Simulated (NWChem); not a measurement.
Molecule: WOCl₄; SMILES [O]=[W]([Cl])([Cl])([Cl])[Cl]

Results from NWChem. Medium grid unless said otherwise, to which SCAN and Minnesota functionals are sensitive. Geometry: optimised at PBE0/def2-SVP. Not confirmed as a minimum by frequencies. def2 effective core potentials on W; no spin-orbit coupling. Hybrids' shares of exact exchange are those that their runs print; pure functionals count as 0. The functionals differ in more than this share.

```
row             share of exact exchange  orbital gap (eV)
--------------  -----------------------  ----------------
PBE/def2-SVP                       0.00              2.05
RPBE/def2-SVP                      0.00              2.07
B3LYP/def2-SVP                     0.20          withheld
MPW1K/def2-SVP                     0.43              5.29
MN15/def2-SVP                      0.44              4.98
```

Fit a straight line of the last column on the one before it, predict the withheld value, and compare with the run.


1. Means of the 4 shown rows: x = 0.217, y = 3.598. Slope Σ(x − x̄)(y − ȳ)/Σ(x − x̄)² = 1.336/0.1893 = 7.059; intercept 2.062.
2. The shown rows scatter about the line by 0.135 (root mean square); the largest residual is +0.19, at MPW1K/def2-SVP.
3. At x = 0.20 (B3LYP/def2-SVP; inside the shown range) the line gives 3.47.
4. The run gives 3.49, +0.02 from the line, 0.1 times the scatter.
